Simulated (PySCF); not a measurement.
**Co⁻ (cobalt, charge -1) across methods**

[Ar] 3d8 4s2, high-spin 3F determinant. Calculation: PySCF 2.14, in aug-cc-pwCVTZ-DK (10s9p7d4f3g, 127 functions); scalar relativity by spin-free X2C-1e.

| method | E (hartree) | mean ε 3d β (eV) | mean ε 4s α (eV) | mean ε 4s β (eV) | Σ⟨r²⟩ (bohr²) | ⟨S²⟩ |
| --- | --- | --- | --- | --- | --- | --- |
| wB97M-V | -1393.155 | -1.766 | -1.191 | -0.986 | 62.61 | 2.010 |
| TPSSh | -1393.288 | 1.615 | 0.566 | 0.898 | 63.82 | 2.017 |
| r2SCAN | -1393.257 | 2.163 | 0.591 | 0.910 | 62.89 | 2.027 |
| PBE | -1393.068 | 2.254 | 0.737 | 1.023 | 64.00 | 2.021 |
| BHandHLYP | -1393.219 | -1.128 | -0.114 | 0.162 | 66.51 | 2.013 |
| PBE0 | -1393.045 | 0.634 | 0.250 | 0.574 | 64.79 | 2.019 |
| UHF | -1391.80713 | -5.002 | -1.215 | -0.088 | 81.51 | 2.125 |

Question: Estimate the same row for LDA.

Answer: E (hartree) = -1390.658; mean ε 3d β (eV) = 2.259; mean ε 4s α (eV) = 0.627; mean ε 4s β (eV) = 0.906; Σ⟨r²⟩ (bohr²) = 62.28; ⟨S²⟩ = 2.022.

The highest occupied level is positive at TPSSh, r2SCAN, PBE, BHandHLYP, PBE0, LDA: only the finite basis holds that electron, which in a density functional comes from self-interaction.
